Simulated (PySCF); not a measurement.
A structure optimised at PBE-D3(BJ)/def2-SVP, used in a PySCF frequency run:

```xyz
12

C      2.4967     0.0578     0.0383
C      1.3737    -0.6697    -0.0565
O      1.1240    -1.9436     0.4264
C     -0.2625    -1.8802    -0.0176
C     -0.0128    -0.4850    -0.6346
Se    -0.9655     1.0816     0.0861
H      2.5240     1.0660    -0.3949
H      3.3855    -0.3404     0.5467
H     -0.5014    -2.6952    -0.7331
H     -0.9663    -1.8973     0.8400
H     -0.0513    -0.4456    -1.7398
H     -2.1261     0.9502    -0.8359
```
Charge 0, spin multiplicity 1.

Question: Write its SMILES and formula.

Answer: C=C1OC[C@H]1[SeH], C4H6OSe

Question: What are its rotational constants (standard atomic weights)?

Answer: 4.5076, 1.4627, 1.1747 GHz
